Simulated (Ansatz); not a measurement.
Born–Oppenheimer molecular dynamics of BrCl3FHHf (7 atoms, charge 0, multiplicity 1). It starts at the highest image of a converged band, a first-order saddle point between two minima.

These are results of Ansatz, RKS B3LYP-D4/def2-SVP, not measurements.

```json
{
  "ensemble": "NVE (velocity Verlet)",
  "time step": "0.5 fs",
  "steps asked": "200",
  "starting velocities drawn for": "300 K",
  "seed": "4184"
}
```

Frames 1 fs apart, positions in Å, forces in eV/Å.

Velocities at 40 fs (Å/ps):

```
Hf 0.04 0.91 -0.08
F 0.52 0.12 2.75
Cl -2.71 0.99 0.89
Cl 0.94 -3.78 1.30
Cl -1.29 -2.23 -2.51
Br 1.42 0.42 -0.25
H -21.32 -20.62 -6.52
```

```xyz
7
Properties=species:S:1:pos:R:3:forces:R:3 time_fs=40 energy_less_start_eV=0.050 T=223
Hf -0.304 -0.016 -0.042 -0.38 0.39 0.40
F -0.042 -0.020 2.151 -0.66 -0.04 -0.07
Cl 2.071 0.057 -0.228 -0.54 -0.08 0.14
Cl -0.892 1.897 -1.258 0.11 -0.22 0.11
Cl -0.922 -1.894 -1.262 0.11 -0.06 -0.05
Br -2.770 0.014 1.447 0.88 -0.02 -0.11
H -1.105 -0.019 2.368 0.49 0.03 -0.41
7
Properties=species:S:1:pos:R:3:forces:R:3 time_fs=41 energy_less_start_eV=0.054 T=217
Hf -0.304 -0.015 -0.042 -0.34 0.29 0.49
F -0.042 -0.020 2.154 -0.80 -0.09 -0.16
Cl 2.068 0.058 -0.227 -0.51 -0.08 0.12
Cl -0.891 1.893 -1.256 0.08 -0.15 0.07
Cl -0.923 -1.896 -1.265 0.12 -0.01 -0.01
Br -2.768 0.014 1.446 0.87 -0.04 -0.08
H -1.123 -0.040 2.360 0.57 0.09 -0.43
7
Properties=species:S:1:pos:R:3:forces:R:3 time_fs=42 energy_less_start_eV=0.056 T=213
Hf -0.304 -0.014 -0.042 -0.31 0.18 0.55
F -0.042 -0.020 2.157 -0.85 -0.14 -0.26
Cl 2.065 0.059 -0.226 -0.47 -0.08 0.11
Cl -0.890 1.889 -1.255 0.06 -0.09 0.03
Cl -0.924 -1.898 -1.267 0.13 0.04 0.02
Br -2.767 0.015 1.446 0.84 -0.06 -0.06
H -1.137 -0.059 2.347 0.60 0.15 -0.39
7
Properties=species:S:1:pos:R:3:forces:R:3 time_fs=43 energy_less_start_eV=0.056 T=214
Hf -0.304 -0.013 -0.042 -0.31 0.07 0.59
F -0.043 -0.020 2.159 -0.85 -0.18 -0.35
Cl 2.062 0.060 -0.225 -0.43 -0.08 0.11
Cl -0.889 1.885 -1.254 0.04 -0.02 -0.01
Cl -0.926 -1.900 -1.270 0.15 0.09 0.05
Br -2.765 0.015 1.446 0.81 -0.08 -0.07
H -1.145 -0.077 2.331 0.59 0.21 -0.31
7
Properties=species:S:1:pos:R:3:forces:R:3 time_fs=44 energy_less_start_eV=0.054 T=217
Hf -0.304 -0.012 -0.042 -0.32 -0.04 0.59
F -0.044 -0.020 2.162 -0.80 -0.21 -0.43
Cl 2.059 0.061 -0.224 -0.39 -0.08 0.10
Cl -0.888 1.882 -1.252 0.02 0.04 -0.05
Cl -0.927 -1.903 -1.272 0.17 0.14 0.09
Br -2.763 0.016 1.446 0.78 -0.10 -0.10
H -1.147 -0.093 2.312 0.55 0.25 -0.20
7
Properties=species:S:1:pos:R:3:forces:R:3 time_fs=45 energy_less_start_eV=0.052 T=220
Hf -0.304 -0.011 -0.042 -0.35 -0.15 0.57
F -0.045 -0.020 2.164 -0.71 -0.24 -0.50
Cl 2.055 0.061 -0.223 -0.34 -0.07 0.10
Cl -0.887 1.878 -1.251 0.00 0.11 -0.09
Cl -0.928 -1.905 -1.275 0.18 0.19 0.12
Br -2.761 0.016 1.445 0.73 -0.11 -0.14
H -1.144 -0.107 2.291 0.48 0.28 -0.06
7
Properties=species:S:1:pos:R:3:forces:R:3 time_fs=46 energy_less_start_eV=0.051 T=221
Hf -0.304 -0.010 -0.042 -0.39 -0.26 0.53
F -0.047 -0.021 2.166 -0.57 -0.26 -0.55
Cl 2.052 0.062 -0.222 -0.29 -0.07 0.10
Cl -0.886 1.874 -1.250 -0.01 0.17 -0.13
Cl -0.929 -1.907 -1.277 0.20 0.24 0.15
Br -2.759 0.016 1.445 0.69 -0.11 -0.19
H -1.136 -0.118 2.269 0.38 0.30 0.09
7
Properties=species:S:1:pos:R:3:forces:R:3 time_fs=47 energy_less_start_eV=0.053 T=217
Hf -0.304 -0.009 -0.042 -0.45 -0.37 0.47
F -0.049 -0.021 2.167 -0.38 -0.26 -0.58
Cl 2.049 0.063 -0.221 -0.24 -0.07 0.10
Cl -0.885 1.870 -1.248 -0.03 0.24 -0.18
Cl -0.930 -1.909 -1.280 0.22 0.28 0.18
Br -2.757 0.017 1.444 0.65 -0.12 -0.25
H -1.125 -0.126 2.248 0.24 0.30 0.25
7
Properties=species:S:1:pos:R:3:forces:R:3 time_fs=48 energy_less_start_eV=0.060 T=208
Hf -0.304 -0.009 -0.042 -0.52 -0.48 0.39
F -0.051 -0.022 2.168 -0.15 -0.25 -0.59
Cl 2.045 0.064 -0.220 -0.18 -0.07 0.10
Cl -0.884 1.866 -1.247 -0.05 0.30 -0.22
Cl -0.931 -1.911 -1.282 0.24 0.33 0.21
Br -2.755 0.017 1.444 0.61 -0.12 -0.30
H -1.111 -0.132 2.230 0.06 0.28 0.40
7
Properties=species:S:1:pos:R:3:forces:R:3 time_fs=49 energy_less_start_eV=0.070 T=192
Hf -0.304 -0.008 -0.042 -0.60 -0.58 0.32
F -0.053 -0.022 2.169 0.13 -0.23 -0.58
Cl 2.041 0.065 -0.219 -0.12 -0.07 0.10
Cl -0.883 1.863 -1.246 -0.06 0.37 -0.26
Cl -0.932 -1.913 -1.284 0.26 0.37 0.24
Br -2.753 0.017 1.444 0.57 -0.11 -0.35
H -1.097 -0.134 2.215 -0.16 0.25 0.54
7
Properties=species:S:1:pos:R:3:forces:R:3 time_fs=50 energy_less_start_eV=0.081 T=175
Hf -0.304 -0.007 -0.042 -0.67 -0.69 0.25
F -0.055 -0.023 2.170 0.41 -0.20 -0.56
Cl 2.038 0.066 -0.217 -0.06 -0.06 0.11
Cl -0.882 1.859 -1.245 -0.08 0.43 -0.30
Cl -0.933 -1.915 -1.286 0.27 0.41 0.26
Br -2.751 0.018 1.443 0.53 -0.11 -0.39
H -1.085 -0.135 2.206 -0.39 0.22 0.64
7
Properties=species:S:1:pos:R:3:forces:R:3 time_fs=51 energy_less_start_eV=0.091 T=160
Hf -0.304 -0.006 -0.041 -0.74 -0.79 0.21
F -0.057 -0.024 2.171 0.64 -0.18 -0.54
Cl 2.034 0.067 -0.216 -0.01 -0.06 0.11
Cl -0.881 1.856 -1.244 -0.10 0.49 -0.34
Cl -0.933 -1.916 -1.288 0.29 0.45 0.28
Br -2.748 0.018 1.443 0.50 -0.10 -0.42
H -1.076 -0.133 2.203 -0.58 0.19 0.69
```

Of the whole run (100 fs, mean temperature of the second half 257 K): The conserved energy stayed within 0.055 meV per atom of its start (net change -0.055 meV per atom), so the integration is sound. A run of 0.1 ps of so small a system gives no equilibrium averages. The orbitals stay closed-shell, which can raise the energy where a bond breaks towards radicals; this wasn't checked here.

The run took 12 min on 4 threads of Arm Neoverse V2, on a shared host, peak memory 0.43 GiB.
